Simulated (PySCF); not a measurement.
## What builds the first ionisation energy along group 12

All values are computed (PySCF 2.14, energy differences of UHF-based or UKS calculations, no spin-orbit coupling). Each column adds one step, in eV (sums use unrounded values): valence MP2, valence CCSD, valence triples, then the next inner shell at CCSD(T) (Zn 3s 3p, Cd 4s 4p, Hg 5s 5p). References (NIST) marked * lie between the lowest fine-structure levels; the others compare directly ((s) semi-empirical, (t) theoretical).

```json
{"element": "Zn [Ar] 3d10 4s2 → [Ar] 3d10 4s1 (def2-TZVPPD, non-relativistic)", "UHF": "7.636", "+ MP2": "1.188", "+ CCSD": "0.083", "+ (T)": "0.101", "+ inner shell": "0.007", "sum": "9.015", "reference": "9.394"}
{"element": "Cd [Kr] 4d10 5s2 → [Kr] 4d10 5s1 (def2-TZVPPD with the def2 core potential (28 electrons), ECP)", "UHF": "7.338", "+ MP2": "1.376", "+ CCSD": "-0.096", "+ (T)": "0.102", "+ inner shell": "0.066", "sum": "8.786", "reference": "8.994"}
{"element": "Hg [Xe] 4f14 5d10 6s2 → [Xe] 4f14 5d10 6s1 (def2-TZVPPD with the def2 core potential (60 electrons), ECP)", "UHF": "8.500", "+ MP2": "1.796", "+ CCSD": "-0.273", "+ (T)": "0.117", "+ inner shell": "0.091", "sum": "10.232", "reference": "10.438"}
```

What remains against the references is mostly basis incompleteness.

These are valence bases, so the inner-shell step is incomplete.
